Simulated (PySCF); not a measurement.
**Excitation energy of Cr⁺ by level of theory**

Cr⁺ [Ar] 3d5 (6S) → Cr⁺ [Ar] 3d4 4s1 (6D), as a difference of total energies. Calculation: PySCF 2.14, in aug-cc-pwCVTZ; no relativity, point nucleus. Correlated levels: valence: [Ar] frozen; valence and next inner shell: [Ne] frozen; nothing frozen. The calculations carry no spin-orbit coupling.

```json
{"method": "UHF", "excitation energy (eV)": "1.017"}
{"method": "LDA", "excitation energy (eV)": "2.029"}
{"method": "PBE", "excitation energy (eV)": "1.874"}
{"method": "PBE0", "excitation energy (eV)": "1.808"}
{"method": "r2SCAN", "excitation energy (eV)": "1.724"}
{"method": "PW91", "excitation energy (eV)": "1.886"}
{"method": "revPBE", "excitation energy (eV)": "1.892"}
{"method": "wB97X", "excitation energy (eV)": "1.978"}
{"method": "MP2 (valence)", "excitation energy (eV)": "1.661"}
{"method": "SCS-MP2 (valence)", "excitation energy (eV)": "1.232"}
{"method": "MP2 (valence and next inner shell)", "excitation energy (eV)": "2.033"}
{"method": "SCS-MP2 (valence and next inner shell)", "excitation energy (eV)": "1.592"}
{"method": "MP2 (all electrons)", "excitation energy (eV)": "2.050"}
{"method": "SCS-MP2 (all electrons)", "excitation energy (eV)": "1.602"}
```

Task: How much does correlation contribute at MP2 (all electrons)?

Result: 2.050 − (1.017) = 1.033 eV, measured against UHF.

These non-relativistic numbers lack the scalar-relativistic shift.

Errors of the correlated levels include the incompleteness of this basis and the frozen core.

For comparison: 1.522 eV (measured; NIST levels, between the centres of gravity of the two terms).
